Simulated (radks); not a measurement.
Effect of the nuclear size on neutral europium, [Xe] 4f7 6s2. All-electron calculation, Dirac Kohn-Sham, exchange-only LDA, spin-unpolarised, spherical densities, finite nucleus; open shells are shared between the two j in proportion to 2j + 1; Fermi nuclear charge, rms radius 5.1115 fm. Program: a radial shooting solver on a logarithmic mesh with Libxc functionals. The rms radius is varied about that value; shifts are against it.

| rms radius (fm) | total energy shift (eV) | density at nucleus (e/bohr^3) | 1s1/2 shift (meV) | 2s1/2 shift (meV) | 5s1/2 shift (meV) | 5p1/2 shift (meV) | 6s1/2 shift (meV) | 4f7/2 shift (meV) | 6p1/2 (empty) shift (meV) |
|---|---|---|---|---|---|---|---|---|---|
| 4.3652 | -5.08 | 5.997e+05 | -2100 | -268 | -2.00 | 0.252 | -0.080 | 0.396 | 0.069 |
| 4.6208 | -3.41 | 5.913e+05 | -1410 | -180 | -1.34 | 0.169 | -0.054 | 0.266 | 0.046 |
| 5.1115 | 0 | 5.768e+05 | 0.000 | 0.000 | 0.000 | 0.000 | 0.000 | 0.000 | 0.000 |
| 5.4335 | 2.38 | 5.682e+05 | 982 | 125 | 0.935 | -0.118 | 0.038 | -0.185 | -0.032 |
| 6.2769 | 9.12 | 5.483e+05 | 3770 | 481 | 3.59 | -0.452 | 0.144 | -0.711 | -0.124 |

Slopes of the eigenvalues against <r^2> in GHz/fm^2, as finite differences over the two radii next to the reference (eigenvalue slopes, not the field-shift constants of lines): 1s1/2 70800, 2s1/2 9030, 5s1/2 67.4, 5p1/2 -8.50, 6s1/2 2.70, 4f7/2 -13.4, 6p1/2 (empty) -2.33.
